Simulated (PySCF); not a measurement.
# Polarisability and C₆ of Cl³⁺ (chlorine, charge +3)

[Ne] 3s2 3p2, high-spin 3P determinant. Computed with PySCF 2.14 in def2-TZVPPD (6s6p4d1f, 51 functions), with no relativity, point nucleus. Coupled (time-dependent) response in atomic units; α is the mean over directions.

```tsv
method	mean α (bohr³)	α xx, yy, zz	C₆ (like pair)	S(−4)
UHF	4.500	4.817, 4.341, 4.341	12.29	8.465
PBE	4.353	4.630, 4.215, 4.215	11.80	7.321
PBE0	4.377	4.669, 4.231, 4.231	11.88	7.474
PBEsol	4.362	4.629, 4.229, 4.229	11.83	7.380
```

S(−4) is the Cauchy moment in α(ω) = α(0) + S(−4) ω² + …

α(iu) at PBE0:

| u (hartree) | α(iu) (bohr³) |
| --- | --- |
| 0 | 4.377 |
| 0.0500 | 4.358 |
| 0.100 | 4.304 |
| 0.200 | 4.102 |
| 0.300 | 3.813 |
| 0.500 | 3.137 |
| 0.750 | 2.361 |
| 1.00 | 1.774 |
| 1.50 | 1.064 |
| 2.00 | 0.7013 |
| 3.00 | 0.3768 |
| 5.00 | 0.1736 |

A single London oscillator, α(iu) = α/(1 + u²/ω²), gives C₆ = (3/4) ω α². Matching the computed C₆ needs ω = 4 × 11.88 / (3 × 4.377²) = 0.827 hartree.

For an ion, C₆ is the dispersion term alone; charge-induced terms of lower order in 1/R come first.

The components differ because the open shell of this determinant is not spherical; for a pure term their mean is the scalar polarisability.
